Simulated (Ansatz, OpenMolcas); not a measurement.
How methods differ on CH3AlF2O (SMILES C[O][Al]([F])[F])

CH3AlF2O: 8 atoms, total charge 0, spin state singlet. SMILES: `C[O][Al]([F])[F]`. The coordinates come from a PBE0-D4/def2-TZVP relaxation.

Each level gives the vertical ionisation energy (to the doublet cation) (eV). The values are calculated.

```
                                level                    kind     program  value (eV)  CPU time (all runs)
   SVWN5/6-31G* (spherical functions)                     LDA  OpenMolcas       10.91                 53 s
     PBE/6-31G* (spherical functions)                     GGA  OpenMolcas       10.72                 89 s
   M06-L/6-31G* (spherical functions)                meta-GGA  OpenMolcas       10.92                2 min
 r2SCAN0/6-31G* (spherical functions)         hybrid meta-GGA      Ansatz       11.16                 45 s
 wB97M-V/6-31G* (spherical functions)  range-separated hybrid      Ansatz       11.17              2.5 min
PBE-QIDH/6-31G* (spherical functions)           double hybrid      Ansatz       11.35                 27 s
RPA@PBE0/6-31G* (spherical functions)                     RPA      Ansatz       11.05                 30 s
 BCCD(T)/6-31G* (spherical functions)   coupled cluster or CI      Ansatz       11.06                 88 s
```

The values span 10.72 to 11.35 eV. The second state's dipole differs much between rows, so they may not all be the same state. Times are those of the runs behind each value, whatever else they computed, on shared processors of several kinds: orders of magnitude only.
